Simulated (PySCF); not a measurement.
C₂H₅ClOSi, SMILES [SiH2](Cl)OC=C. The structure is a stationary point at B3LYP-D3(BJ)/def2-SVP. This is a generated structure with no PubChem entry under its InChIKey; it may be hypothetical. The values are those of a single conformer.

Problem. Give the equilibrium geometry at B3LYP-D3(BJ)/def2-SVP (PySCF confirms it by a frequency run) as bond lengths and angles. (An estimate is asked for; the answer gives what the named calculation found.)

Solution. One answer among several that fit: 
Atoms: C1 C2 O3 Si4 Cl5 H6 H7 H8 H9 H10. Bonded distances (Å): C1–C2 1.333, C1–H6 1.092, C1–H7 1.091, C2–O3 1.365, C2–H8 1.097, O3–Si4 1.663, Si4–Cl5 2.077, Si4–H9 1.484, Si4–H10 1.477. Bond angles (°): C2–C1–H6 121.2, C2–C1–H7 119.7, H6–C1–H7 119.1, C1–C2–O3 122.5, C1–C2–H8 122.4, O3–C2–H8 115.1, C2–O3–Si4 128.5, O3–Si4–Cl5 109.6, O3–Si4–H9 111.1, O3–Si4–H10 106.1, Cl5–Si4–H9 107.3, Cl5–Si4–H10 109.9, H9–Si4–H10 112.9.
